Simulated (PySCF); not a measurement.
# Polarisability and C₆ of As²⁺ (arsenic, charge +2)

[Ar] 3d10 4s2 4p1, 2P determinant. All numbers are calculated (PySCF 2.14, the spin-free X2C one-electron Hamiltonian (Gaussian nucleus), in dyall-av3z). Coupled (time-dependent) response in atomic units; α is the mean over directions.

```tsv
method	mean α (bohr³)	α xx, yy, zz	C₆ (like pair)	S(−4)
UHF	10.84	10.88, 10.76, 10.88	47.34	41.46
PBE	10.10	9.971, 10.36, 9.971	43.06	35.27
```

S(−4) is the Cauchy moment in α(ω) = α(0) + S(−4) ω² + …

Spin-orbit coupling is absent.

α(iu) at PBE:

```json
{"u (hartree)": "0", "α(iu) (bohr³)": "10.10"}
{"u (hartree)": "0.0500", "α(iu) (bohr³)": "10.02"}
{"u (hartree)": "0.100", "α(iu) (bohr³)": "9.762"}
{"u (hartree)": "0.200", "α(iu) (bohr³)": "8.875"}
{"u (hartree)": "0.300", "α(iu) (bohr³)": "7.726"}
{"u (hartree)": "0.500", "α(iu) (bohr³)": "5.524"}
{"u (hartree)": "0.750", "α(iu) (bohr³)": "3.632"}
{"u (hartree)": "1.00", "α(iu) (bohr³)": "2.516"}
{"u (hartree)": "1.50", "α(iu) (bohr³)": "1.411"}
{"u (hartree)": "2.00", "α(iu) (bohr³)": "0.9143"}
{"u (hartree)": "3.00", "α(iu) (bohr³)": "0.4865"}
{"u (hartree)": "5.00", "α(iu) (bohr³)": "0.2135"}
```

A single London oscillator, α(iu) = α/(1 + u²/ω²), gives C₆ = (3/4) ω α². Matching the computed C₆ needs ω = 4 × 43.06 / (3 × 10.10²) = 0.563 hartree.

For an ion, C₆ is the dispersion term alone; charge-induced terms of lower order in 1/R come first.

The components differ because the open shell of this determinant is not spherical; for a pure term their mean is the scalar polarisability.
